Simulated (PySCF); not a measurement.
## Ionising HgB

PBE0; basis Hg def2-SVP with ECP60, B def2-SVP; scalar-relativistic core potentials; PySCF 2.14. Neutral (UKS): doublet (π ↑), Re = 2.404 Å, ωe = 241 cm⁻¹, De = 0.32 eV, HOMO -5.10 eV, LUMO -2.53 eV.

HgB⁺ (UKS): singlet (closed shell), Re = 2.366 Å, ωe = 318 cm⁻¹, De = 1.68 eV to Hg + B⁺. The energies at the minima are -178.11105 hartree for HgB and -177.84067 for HgB⁺.

(1) Work out the adiabatic ionisation energy, without and with harmonic zero-point energies (1 hartree = 27.2114 eV, 1 eV = 8065.5 cm⁻¹), and the change of the bond length.

Weak bonds: HgB. Basis-set superposition, not corrected here, can be much of De in a small basis, most of all at correlated wavefunction levels. These are scalar-relativistic numbers at best; spin–orbit coupling would shift them, the dissociation energy most. For an ion De counts to the pair picked by the measured ionisation energies or electron affinities, which need not be the lowest pair at this level. States were picked by a PBE0 search and need not be the measured ground states.

## Answers

(1) At PBE0: 0.27038 hartree = 7.357 eV between the minima; the zero-point term (318.0 − 241.0)/2 cm⁻¹ = +0.005 eV makes it 7.362 eV. Re changes by -3.8 pm against the neutral. The electron leaves a π orbital, and the shorter bond of the ion fits an antibonding orbital, or a change in how ionic the bond is.
